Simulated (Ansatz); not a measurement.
Steps of a relaxation of C₃H₉AlS, SMILES `C[CH2][Al]([CH3])[SH]` with RKS PBE-D4/def2-SVP.

```sh
$ ansatz run in.yaml --threads 4 --pin off --events-out ev --progress --plain --max-ram 10444MiB
```

```yaml
crystal:
  periodic: [false, false, false]
  atoms:
    - {symbol: C, position_ang: [-0.827500, 1.847700, 0.293900]}
    - {symbol: C, position_ang: [0.405100, 1.121300, 0.556400]}
    - {symbol: Al, position_ang: [0.432900, -0.585300, -0.489200]}
    - {symbol: C, position_ang: [0.661500, -2.313700, 0.482800]}
    - {symbol: S, position_ang: [0.355700, -0.552400, -2.755100]}
    - {symbol: H, position_ang: [-0.876800, 2.851200, 0.867100]}
    - {symbol: H, position_ang: [-0.923700, 2.147900, -0.793200]}
    - {symbol: H, position_ang: [-1.720100, 1.305100, 0.574300]}
    - {symbol: H, position_ang: [0.482100, 0.904600, 1.682000]}
    - {symbol: H, position_ang: [1.285700, 1.744300, 0.289600]}
    - {symbol: H, position_ang: [0.586900, -3.153700, -0.228800]}
    - {symbol: H, position_ang: [-0.268700, -2.427000, 1.175500]}
    - {symbol: H, position_ang: [1.471600, -2.322700, 1.070100]}
    - {symbol: H, position_ang: [-1.077600, -0.596500, -2.696700]}
basis:
  gaussian: {orbitals: def2-SVP}
hamiltonian: {xc: pbe, dispersion: d4}
relax: {f_tol: 0.03, max_steps: 200}
```

Positions (Å) and forces (eV/Å) along the path, 10 of 22 steps:

```xyz
14
step=1 energy=-20670.1299 eV
C    -0.828    1.848    0.294   -1.242    3.255   -0.686
C     0.405    1.121    0.556    1.752   -1.611    1.135
Al    0.433   -0.585   -0.489    0.534   -0.194    0.379
C     0.661   -2.314    0.483   -5.517    0.459   -2.299
S     0.356   -0.552   -2.755   -1.501   -0.004    0.338
H    -0.877    2.851    0.867   -0.083   -0.934   -0.525
H    -0.924    2.148   -0.793   -0.094   -0.232    0.509
H    -1.720    1.305    0.574   -0.913   -0.471    0.191
H     0.482    0.905    1.682    0.167    0.010   -1.006
H     1.286    1.744    0.290    0.139   -0.072    0.035
H     0.587   -3.154   -0.229    0.333   -0.213    0.046
H    -0.269   -2.427    1.175    1.112    0.180   -0.717
H     1.472   -2.323    1.070    3.908   -0.233    2.673
H    -1.078   -0.597   -2.697    1.405    0.058   -0.072
14
step=4 energy=-20670.7360 eV
C    -0.857    1.963    0.238   -0.154   -0.040    0.037
C     0.344    1.058    0.554    0.047    0.077   -0.016
Al    0.434   -0.644   -0.441   -0.024   -0.057    0.023
C     0.673   -2.369    0.466    0.136   -0.015   -0.025
S     0.238   -0.585   -2.677   -0.010   -0.078   -0.017
H    -0.812    2.934    0.778    0.002   -0.014   -0.024
H    -0.928    2.192   -0.846    0.011   -0.001    0.006
H    -1.815    1.479    0.533   -0.006    0.068   -0.031
H     0.402    0.848    1.646   -0.002   -0.008   -0.002
H     1.279    1.615    0.311    0.053   -0.073    0.013
H     0.802   -3.226   -0.226   -0.023    0.034    0.003
H    -0.216   -2.577    1.103   -0.016    0.000    0.002
H     1.546   -2.348    1.154   -0.013   -0.004    0.024
H    -1.104   -0.368   -2.564    0.000    0.111    0.008
14
step=7 energy=-20670.9316 eV
C    -0.846    2.009    0.145    0.038    0.013    0.045
C     0.226    0.992    0.573   -0.055    0.028    0.016
Al    0.303   -0.744   -0.365   -0.030    0.015   -0.155
C     0.810   -2.432    0.495    0.078   -0.034    0.046
S    -0.120   -0.802   -2.558   -0.407    0.175    0.153
H    -0.728    2.984    0.666   -0.018   -0.007   -0.012
H    -0.799    2.224   -0.944   -0.009   -0.020    0.000
H    -1.875    1.652    0.365    0.048   -0.002   -0.026
H     0.177    0.801    1.670   -0.018    0.007   -0.019
H     1.243    1.428    0.410   -0.049   -0.023    0.012
H     1.038   -3.245   -0.226    0.003    0.040    0.032
H    -0.047   -2.777    1.118    0.037    0.014   -0.041
H     1.673   -2.319    1.188   -0.037   -0.017   -0.044
H    -1.070    0.200   -2.509    0.419   -0.188   -0.007
14
step=8 energy=-20670.9647 eV
C    -0.835    2.030    0.130    0.024   -0.021    0.012
C     0.209    1.010    0.615   -0.020    0.072   -0.050
Al    0.278   -0.726   -0.317    0.011   -0.224   -0.143
C     0.833   -2.436    0.465    0.108   -0.007    0.147
S    -0.245   -0.928   -2.466   -0.433    0.506    0.062
H    -0.724    3.017    0.628   -0.006    0.008   -0.004
H    -0.749    2.210   -0.963   -0.029    0.019    0.022
H    -1.874    1.687    0.325    0.045    0.004   -0.023
H     0.123    0.834    1.711   -0.020   -0.011   -0.018
H     1.237    1.428    0.477   -0.044   -0.009    0.027
H     1.071   -3.213   -0.293   -0.008    0.089    0.045
H    -0.017   -2.823    1.072    0.024   -0.020   -0.009
H     1.696   -2.342    1.162   -0.039   -0.035   -0.049
H    -1.015    0.224   -2.517    0.388   -0.372   -0.020
14
step=11 energy=-20671.0126 eV
C    -0.828    2.031    0.110   -0.003    0.024    0.026
C     0.187    0.985    0.592    0.003   -0.005   -0.047
Al    0.221   -0.764   -0.333    0.045   -0.117    0.044
C     0.854   -2.436    0.484   -0.040    0.042    0.013
S    -0.475   -0.958   -2.426    0.030   -0.032    0.069
H    -0.723    3.000    0.644    0.000   -0.008   -0.015
H    -0.715    2.251   -0.973    0.000    0.015   -0.012
H    -1.874    1.692    0.260   -0.004   -0.001   -0.015
H     0.063    0.788    1.681   -0.007   -0.021   -0.009
H     1.224    1.388    0.503   -0.002    0.000    0.005
H     1.097   -3.208   -0.273    0.013   -0.022   -0.010
H     0.051   -2.855    1.132    0.023   -0.007    0.005
H     1.743   -2.292    1.132    0.001    0.008    0.001
H    -0.838    0.349   -2.505   -0.057    0.125   -0.054
14
step=14 energy=-20671.0190 eV
C    -0.807    2.037    0.082   -0.006   -0.010   -0.025
C     0.170    0.970    0.598    0.001   -0.008    0.033
Al    0.209   -0.781   -0.319   -0.009    0.030   -0.009
C     0.872   -2.443    0.487    0.017   -0.019   -0.011
S    -0.533   -0.926   -2.398   -0.008   -0.032   -0.027
H    -0.721    2.995    0.638   -0.004   -0.003   -0.001
H    -0.634    2.278   -0.990    0.007   -0.009    0.027
H    -1.864    1.706    0.167    0.026    0.010   -0.006
H    -0.008    0.762    1.678   -0.002    0.019   -0.012
H     1.217    1.357    0.564   -0.017   -0.005    0.003
H     1.113   -3.217   -0.271   -0.003    0.004    0.010
H     0.102   -2.874    1.163    0.005    0.007   -0.002
H     1.779   -2.274    1.106   -0.007    0.004   -0.003
H    -0.908    0.382   -2.477    0.000    0.012    0.022
14
step=15 energy=-20671.0214 eV
C    -0.789    2.043    0.062   -0.019   -0.015   -0.050
C     0.154    0.960    0.611    0.002    0.012    0.043
Al    0.196   -0.787   -0.314   -0.005    0.023   -0.006
C     0.888   -2.443    0.482    0.025   -0.016    0.004
S    -0.574   -0.923   -2.383   -0.010   -0.018   -0.021
H    -0.718    2.994    0.633   -0.008   -0.006   -0.007
H    -0.566    2.293   -0.999   -0.002   -0.023    0.074
H    -1.854    1.723    0.097    0.072    0.022   -0.002
H    -0.069    0.751    1.684    0.004    0.023   -0.041
H     1.207    1.332    0.619   -0.047   -0.015    0.002
H     1.118   -3.219   -0.277   -0.006    0.009    0.010
H     0.140   -2.878    1.181    0.012    0.015   -0.013
H     1.809   -2.260    1.076   -0.020   -0.005   -0.011
H    -0.954    0.386   -2.442    0.003   -0.004    0.018
14
step=17 energy=-20671.0248 eV
C    -0.758    2.058    0.035   -0.029   -0.040   -0.086
C     0.118    0.945    0.636    0.013    0.055    0.054
Al    0.175   -0.794   -0.303    0.000    0.011   -0.014
C     0.918   -2.440    0.468    0.023   -0.017    0.034
S    -0.635   -0.932   -2.358   -0.007    0.002    0.000
H    -0.708    3.000    0.623   -0.008   -0.011   -0.009
H    -0.449    2.315   -1.005   -0.026   -0.033    0.117
H    -1.831    1.762   -0.014    0.115    0.033    0.008
H    -0.180    0.735    1.691    0.018    0.021   -0.075
H     1.179    1.290    0.716   -0.084   -0.030    0.000
H     1.120   -3.220   -0.294   -0.006    0.012    0.009
H     0.207   -2.876    1.206    0.024    0.018   -0.025
H     1.864   -2.244    1.018   -0.034   -0.010   -0.019
H    -1.034    0.372   -2.393    0.002   -0.011    0.007
14
step=20 energy=-20671.0285 eV
C    -0.708    2.077    0.001    0.008   -0.013   -0.008
C     0.072    0.931    0.665    0.003    0.013    0.026
Al    0.153   -0.799   -0.288    0.033   -0.016   -0.011
C     0.959   -2.430    0.449   -0.017   -0.003    0.017
S    -0.714   -0.954   -2.319   -0.024    0.049    0.017
H    -0.693    3.008    0.606   -0.003    0.000   -0.004
H    -0.291    2.337   -0.996   -0.012   -0.011    0.031
H    -1.776    1.813   -0.157    0.028    0.007    0.002
H    -0.333    0.717    1.683    0.010    0.017   -0.034
H     1.130    1.237    0.854   -0.049   -0.014   -0.011
H     1.129   -3.209   -0.322   -0.001    0.003    0.003
H     0.289   -2.870    1.221    0.015   -0.001   -0.008
H     1.928   -2.226    0.952   -0.005    0.005   -0.005
H    -1.157    0.337   -2.321    0.013   -0.035   -0.013
14
step=22 energy=-20671.0292 eV
C    -0.691    2.082   -0.009    0.000   -0.009   -0.001
C     0.053    0.924    0.675    0.008    0.007    0.015
Al    0.145   -0.803   -0.284    0.005    0.005   -0.002
C     0.974   -2.427    0.444   -0.019   -0.007   -0.001
S    -0.753   -0.960   -2.301   -0.003    0.010    0.000
H    -0.685    3.010    0.601    0.000   -0.001   -0.003
H    -0.238    2.341   -0.990   -0.007   -0.003    0.013
H    -1.756    1.832   -0.202    0.015    0.003    0.000
H    -0.389    0.711    1.677    0.005    0.006   -0.020
H     1.106    1.216    0.901   -0.021   -0.004   -0.004
H     1.131   -3.208   -0.328    0.003    0.001    0.003
H     0.324   -2.867    1.231    0.008   -0.002   -0.001
H     1.953   -2.216    0.924    0.001    0.006   -0.004
H    -1.187    0.333   -2.313    0.005   -0.012    0.003
```

Run time 17 s (4 threads of an Intel Xeon 6975P-C on a shared host); peak host memory 0.18 GiB.
